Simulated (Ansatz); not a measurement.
Isomers of CH3NO. Gas-phase values, no solvent. One relaxed conformer stands for each flexible species; it need not be the lowest. Strings in code marks are SMILES.

Quantity: electronic energy of isomers of CH3NO relative to `NC=O`, in kcal/mol.

Case: `[H]/N=C\O` (N–C–O–H torsion 0°). Geometry of `[H]/N=C\O` (neutral, multiplicity 1, Å):

```xyz
6

N     -1.1628    -0.1556    -0.0047
C     -0.0966     0.5090     0.0294
O      1.1832     0.0883     0.0009
H     -1.0041    -1.1622    -0.0627
H     -0.1250     1.5954     0.0914
H      1.2053    -0.8749    -0.0542
```

**Question.** Predict the electronic energy of isomers of CH3NO relative to `NC=O` from frozen-core CCSD(T) with HF/cc-pVQZ and the correlation energy extrapolated as X^-3 from cc-pVTZ and cc-pVQZ // PBE0-D3(BJ)/def2-TZVP (Ansatz, a first-principles code).

**Answer.** 14.0 kcal/mol.
